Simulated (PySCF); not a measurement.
A calculated (PBE0, PySCF 2.14, ANO-RCC-VTZP, the spin-free X2C one-electron Hamiltonian (Gaussian nucleus)) atom or ion has these occupied shells.

```json
{"shell": "1s α", "electrons": "1", "orbital energy (eV)": "-50109.8", "rms radius, mean of both spins (bohr)": "0.0249"}
{"shell": "1s β", "electrons": "1", "orbital energy (eV)": "-50109.8", "rms radius, mean of both spins (bohr)": "0.0249"}
{"shell": "2s α", "electrons": "1", "orbital energy (eV)": "-8319.0", "rms radius, mean of both spins (bohr)": "0.101"}
{"shell": "2s β", "electrons": "1", "orbital energy (eV)": "-8318.9", "rms radius, mean of both spins (bohr)": "0.101"}
{"shell": "2p α", "electrons": "3", "orbital energy (eV)": "-7417.2", "rms radius, mean of both spins (bohr)": "0.0906"}
{"shell": "2p β", "electrons": "3", "orbital energy (eV)": "-7417.1", "rms radius, mean of both spins (bohr)": "0.0906"}
{"shell": "3s α", "electrons": "1", "orbital energy (eV)": "-1871.6", "rms radius, mean of both spins (bohr)": "0.261"}
{"shell": "3s β", "electrons": "1", "orbital energy (eV)": "-1868.5", "rms radius, mean of both spins (bohr)": "0.261"}
{"shell": "3p α", "electrons": "3", "orbital energy (eV)": "-1589.5", "rms radius, mean of both spins (bohr)": "0.261"}
{"shell": "3p β", "electrons": "3", "orbital energy (eV)": "-1586.3", "rms radius, mean of both spins (bohr)": "0.261"}
{"shell": "3d α", "electrons": "5", "orbital energy (eV)": "-1210.2", "rms radius, mean of both spins (bohr)": "0.240"}
{"shell": "3d β", "electrons": "5", "orbital energy (eV)": "-1207.3", "rms radius, mean of both spins (bohr)": "0.240"}
{"shell": "4s α", "electrons": "1", "orbital energy (eV)": "-399.00", "rms radius, mean of both spins (bohr)": "0.588"}
{"shell": "4s β", "electrons": "1", "orbital energy (eV)": "-391.48", "rms radius, mean of both spins (bohr)": "0.588"}
{"shell": "4p α", "electrons": "3", "orbital energy (eV)": "-305.16", "rms radius, mean of both spins (bohr)": "0.624"}
{"shell": "4p β", "electrons": "3", "orbital energy (eV)": "-297.33", "rms radius, mean of both spins (bohr)": "0.624"}
{"shell": "4d α", "electrons": "5", "orbital energy (eV)": "-173.27", "rms radius, mean of both spins (bohr)": "0.687"}
{"shell": "4d β", "electrons": "5", "orbital energy (eV)": "-164.48", "rms radius, mean of both spins (bohr)": "0.687"}
{"shell": "5s α", "electrons": "1", "orbital energy (eV)": "-70.550", "rms radius, mean of both spins (bohr)": "1.42"}
{"shell": "5s β", "electrons": "1", "orbital energy (eV)": "-67.417", "rms radius, mean of both spins (bohr)": "1.42"}
{"shell": "5p α", "electrons": "3", "orbital energy (eV)": "-46.427", "rms radius, mean of both spins (bohr)": "1.64"}
{"shell": "5p β", "electrons": "3", "orbital energy (eV)": "-44.145", "rms radius, mean of both spins (bohr)": "1.64"}
{"shell": "4f α", "electrons": "7", "orbital energy (eV)": "-30.369", "rms radius, mean of both spins (bohr)": "0.947"}
{"shell": "6s β", "electrons": "1", "orbital energy (eV)": "-16.980", "rms radius, mean of both spins (bohr)": "3.63"}
```

(1) Name the element and its charge.

Answers

(1) Gd²⁺ (gadolinium, charge +2), in [Xe] 4f7 6s1, 6s spin antiparallel (an excited configuration).
